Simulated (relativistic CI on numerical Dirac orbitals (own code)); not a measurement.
V5+ in a cubic cluster: L2,3 absorption with charge transfer

Computed with a charge-transfer multiplet model of a cubic metal-ligand cluster with up to 2 ligand holes, Slater and spin-orbit integrals from Dirac-Coulomb-Breit ions, Slater integrals scaled by 0.8. The ground state mixes d0 with configurations of k ligand holes L, whose averages lie at kΔ + k(k − 1)U_dd/2; a core hole lowers each added d electron by U_cd. 20 K, Lorentzian 0.4 eV and Gaussian 0.3 eV FWHM.

Atomic integrals in eV (Slater integrals scaled, ζ unscaled), ground: F2dd 8.057, F4dd 5.049, zeta_d 0.024; with the core hole: F2dd 8.057, F4dd 5.049, zeta_d 0.047, zeta_core 4.606, F2cd 5.989, G1cd 4.613, G3cd 2.623. Where a configuration has fewer than two d electrons, the dd integrals are those of d2.

Cluster parameters (eV): U_dd = 4.5, U_cd = 5.3, 10Dq = 0.4, 10Dq(ligand) = 1.1, V(eg) = 1.85, V(t2g) = -0.82, final-state hopping factor = 1.

Weights, n_d and S are thermal averages at 20 K. Photon energies count from the first peak over 30 % of the highest in each spectrum, which can be another peak from case to case. The parameters are a model scan and need not match a compound or its usual spin state. Peaks in eV (height, largest 100): -1.8 (10), 0.0 (58), 1.7 (29), 3.2 (9), 3.8 (8), 5.4 (29), 7.0 (100).

Problem. Which parameters give this spectrum?
A. Δ = -0.4 eV
B. Δ = -2.4 eV
C. Δ = 2.6 eV

Solution. A. Δ = -0.4 eV; the ground state then has 0.95 d electrons and S = 0.00. The choice follows from running the model for each set and comparing peak positions and heights. The space is cut while the next configuration still counts.
